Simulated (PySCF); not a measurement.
Si2H4SO

Si2H4SO is a silylene (divalent Si1, bonded to 1 O + 1 S), neutral, singlet. The structure, one conformer, was relaxed in the gas phase by PBE0-D3(BJ)/def2-SVP. No frequency run checks that it is a minimum.

SMILES: O[Si]S[SiH3]

```tsv
atom	x (Å)	y (Å)	z (Å)
Si1	1.514	-0.197	-0.929
O2	3.033	-0.140	-0.259
S3	0.324	0.142	0.881
Si4	-1.655	0.056	0.044
H5	3.159	0.004	0.687
H6	-2.416	-1.066	0.666
H7	-1.547	-0.165	-1.431
H8	-2.365	1.339	0.312
```

Shieldings: GIAO PBE0/pcSseg-2. Shifts are against computed references at the same level: H TMS (σ 31.24 ppm), Si TMS (σ 341.3 ppm). Core levels by delta-SCF with SCAN, pcX-2 on the ionised atom and pcseg-1 elsewhere, spin-free X2C (2p3/2 is the spin-free 2p value less a third of a first-order spin-orbit splitting); from the vacuum level, for chosen atoms.

(1) Give the NMR and core-level values of the distinct atoms.

(2) Which of Si1, Si4 holds its core electrons tightest, and by how much against the loosest?

(3) By CAM-B3LYP/def2-SVPD (TDDFT singlets, Tamm-Dancoff triplets, ionisation by delta-SCF), where does absorption start, and what does vertical ionisation take?

## Answers

(1) 
```csv
atoms,bonded to,σ (ppm),δ (ppm),core level (eV)
Si1,1 O + 1 S,127.8,213.4,2p3/2 107.76
O2,1 Si + 1 H,113.6,-,1s 538.71
S3,2 Si,437.0,-,2p3/2 168.61
Si4,1 S + 3 H,404.6,-63.3,2p3/2 107.37
H5,1 O,25.11,6.13,-
H6 H7 H8,1 Si,26.32,4.93,-
```

Values are those of this one static structure, with the three H of a rotating XH3 group averaged; atoms that internal rotation interchanges would show their mean in an NMR spectrum.

(2) Si1 (bonded to 1 O + 1 S), by 0.39 eV over Si4 (bonded to 1 S + 3 H).

(3) The lowest singlet lies at 4.22 eV (f 0.032), the strongest of the first 6 at 6.61 eV (f 0.359), the lowest triplet at 2.74 eV; vertical ionisation takes 9.27 eV.

The 3 runs behind this took 66 s in all, one thread each of INTEL XEON PLATINUM 8581C on a shared host, launched as `OMP_NUM_THREADS=1 python cluster_run.py task.json out`.
